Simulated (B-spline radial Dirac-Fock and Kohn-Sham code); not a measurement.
## Two-hole binding energies of Ta⁴⁹⁺

System: the Ta⁴⁹⁺ ion in the configuration [Ar] 3d6.

Level of theory: relaxed Dirac-Fock hole states (ΔSCF) with Breit and QED corrections and a finite nucleus; a radial atomic solver. U is the two-hole binding energy less the two single-hole energies, the effective repulsion of the holes after relaxation. Each two-hole energy is an average over J within one jj subconfiguration.

| holes | E(a) (eV) | E(b) (eV) | E(ab) (eV) | U (eV) |
| --- | --- | --- | --- | --- |
| 1s⁻¹ 2p1/2⁻¹ | 70394.1 | 14057.6 | 84934.1 | 482.4 |
| 1s⁻¹ 3p1/2⁻¹ | 70394.1 | 5103.8 | 75689.2 | 191.3 |
| 1s⁻¹ 3p3/2⁻¹ | 70394.1 | 4800.2 | 75367.5 | 173.2 |
| 2s⁻² | 14588.8 | 14588.8 | 29468.5 | 290.9 |
| 2s⁻¹ 2p1/2⁻¹ | 14588.8 | 14057.6 | 28928.2 | 281.8 |
| 2p1/2⁻¹ 2p3/2⁻¹ | 14057.6 | 12789.0 | 27160.9 | 314.2 |
| 2p3/2⁻² | 12789.0 | 12789.0 | 25883.2 | 305.1 |
| 2s⁻¹ 3p1/2⁻¹ | 14588.8 | 5103.8 | 19850.3 | 157.6 |
| 2s⁻¹ 3p3/2⁻¹ | 14588.8 | 4800.2 | 19538.6 | 149.6 |
| 2p1/2⁻¹ 3p3/2⁻¹ | 14057.6 | 4800.2 | 19013.1 | 155.3 |
| 2p3/2⁻¹ 3s⁻¹ | 12789.0 | 5329.2 | 18268.8 | 150.5 |
| 2p3/2⁻¹ 3p1/2⁻¹ | 12789.0 | 5103.8 | ? | ? |
| 3p1/2⁻¹ 3p3/2⁻¹ | 5103.8 | 4800.2 | 10021.2 | 117.1 |
| 3p3/2⁻² | 4800.2 | 4800.2 | 9716.3 | 115.9 |

Q: Give the missing two-hole energy and U.

A: E(ab) = 18053.5 eV and U = 160.6 eV.

Values without a named source are computed, but for edge energies of neutral atoms, which are taken from tables.
